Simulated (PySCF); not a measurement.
**Working out the ionisation energy of S²⁺**

S²⁺ [Ne] 3s2 3p2 (3P) → S³⁺ [Ne] 3s2 3p1 (2P). Calculation: PySCF 2.14, in def2-TZVPPD; no relativity, point nucleus. Frozen: 1s2. Energies in hartree (1 hartree = 27.21139 eV):

| part | S²⁺ (lower) | S³⁺ (upper) |
| --- | --- | --- |
| UHF | -396.328237 | -395.072934 |
| MP2 opposite-spin | -0.163957 | -0.154179 |
| MP2 same-spin | -0.058966 | -0.050455 |

**Question.** What does Hartree-Fock give?

**Answer.** (-395.072934) − (-396.328237) = 1.255303 hartree = 34.159 eV.

**Question.** What do MP2 and SCS-MP2 (6/5 opposite-spin, 1/3 same-spin) give?

**Answer.** The opposite-spin parts differ by 0.266 eV and the same-spin parts by 0.232 eV. MP2: 34.159 + (0.266) + (0.232) = 34.657 eV. SCS-MP2: 34.159 + 1.2 × (0.266) + (0.232)/3 = 34.556 eV.

A first-order spin-orbit estimate adds -0.009 eV to MP2 (valence and next inner shell), giving 34.648 eV against 34.86 ± 0.04 eV (semi-empirical (NIST evaluation); NIST Atomic Spectra Database, ionization energies).

What remains against the reference includes basis incompleteness, the frozen core and correlation beyond second order.
